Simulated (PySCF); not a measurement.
Job file and geometry (Å, from GFN2-xTB) of an NMR shielding run on SMILES C[C@@]([SiH3])(Cl)CF, C₃H₈ClFSi, GIAO PBE0/pcSseg-1 NMR shielding, non-relativistic, gas phase in PySCF; density fitting, a coarse starting grid and PySCF grid level 2 are the driver's defaults:

```
$ OMP_NUM_THREADS=1 python probes_run.py task.json out

{"job": {"kind": "nmr", "xc": "PBE0", "basis": "pcSseg-1"}, "charge": 0, "multiplicity": 1}
C     -0.746984     0.991294    -0.892911
C     -0.275037     0.116128     0.252190
Si     1.615894     0.255215     0.589553
Cl    -1.080872     0.665832     1.767751
C     -0.720466    -1.322843     0.051775
F     -0.010100    -1.882753    -0.983125
H     -1.832449     0.963011    -0.989834
H     -0.439847     2.023200    -0.741389
H     -0.303978     0.627586    -1.818391
H      2.326312    -0.190063    -0.605232
H      1.865602     1.664887     0.877243
H      1.902356    -0.587373     1.747261
H     -1.780986    -1.393581    -0.215657
H     -0.520122    -1.931011     0.938600
```

Question: What does the program print?

Answer: 
```
coarse grid: 12552 points
cycle   1  E = -968.0066004142  dE =  4.164e-01  |g| = 4.823e-01  |ddm| = 3.191e+00
cycle   2  E = -967.9811098552  dE =  2.549e-02  |g| = 6.505e-01  |ddm| = 8.481e-01
cycle   3  E = -968.0489808125  dE = -6.787e-02  |g| = 6.468e-02  |ddm| = 5.142e-01
cycle   4  E = -968.0497029944  dE = -7.222e-04  |g| = 2.606e-02  |ddm| = 7.545e-02
cycle   5  E = -968.0498543142  dE = -1.513e-04  |g| = 6.000e-03  |ddm| = 2.740e-02
cycle   6  E = -968.0498619476  dE = -7.633e-06  |g| = 2.469e-03  |ddm| = 8.664e-03
final grid: 111880 points
cycle   7  E = -968.0910493490  dE = -3.218e-05  |g| = 8.865e-03  |ddm| = 2.456e-02
cycle   8  E = -968.0910277775  dE =  2.157e-05  |g| = 1.297e-02  |ddm| = 1.945e-02
cycle   9  E = -968.0910685877  dE = -4.081e-05  |g| = 1.107e-03  |ddm| = 1.199e-02
cycle  10  E = -968.0910688081  dE = -2.204e-07  |g| = 2.709e-04  |ddm| = 1.100e-03
cycle  11  E = -968.0910688234  dE = -1.527e-08  |g| = 4.936e-05  |ddm| = 2.183e-04
cycle  12  E = -968.0910688239  dE = -5.059e-10  |g| = 1.699e-05  |ddm| = 7.741e-05
converged SCF energy = -968.0910688239

GIAO shielding tensors (ppm)
atom      isotropic    diamagn.    paramagn.     s11        s22        s33       span
  0 C      158.391     247.220     -88.829    140.981    149.631    184.560     43.579
  1 C      130.816     249.306    -118.491    104.055    116.190    172.201     68.146
  2 Si     402.320     879.773    -477.454    363.675    387.683    455.601     91.926
  3 Cl     770.729    1147.908    -377.180    570.624    694.500   1047.063    476.439
  4 C       93.801     241.517    -147.716     62.084     80.098    139.222     77.138
  5 F      401.272     474.110     -72.838    361.658    391.264    450.894     89.235
  6 H       30.240      29.888       0.351     26.466     27.749     36.505     10.040
  7 H       29.954      30.020      -0.066     25.744     28.250     35.867     10.123
  8 H       29.751      30.124      -0.373     25.296     27.590     36.367     11.071
  9 H       27.447      29.182      -1.736     23.559     25.821     32.961      9.402
 10 H       27.797      29.325      -1.528     24.522     26.311     32.559      8.037
 11 H       27.731      29.195      -1.463     24.306     25.896     32.992      8.686
 12 H       27.099      29.136      -2.037     22.882     28.454     29.959      7.077
 13 H       26.918      29.428      -2.510     22.691     28.246     29.818      7.126
```

Question: Turn these shieldings into chemical shifts. δ = σ(ref) − σ, references computed at the same level: 13C (σref 186.93), 29Si (σref 349.16), 1H (σref 31.72) against TMS; HCl for 35Cl (σref 949.78); 19F (σref 170.95) vs CFCl3.

Answer: Averaging equivalent atoms: C 4: 93.1; C 1: 56.1; C 0: 28.5; Si 2: -53.2; Cl 3: 179; F 5: -230.3; H 13: 4.80; H 12: 4.62; H 9/10/11: 4.06; H 6/7/8: 1.74 ppm. Unscaled 19F shifts against computed CFCl3 carry errors that often reach 10 to 50 ppm.

Size and cost of the density-fitted run: 156 basis functions, 20 s wall time on 1 thread of an Arm Neoverse V1, shared host; peak memory 0.73 GiB.
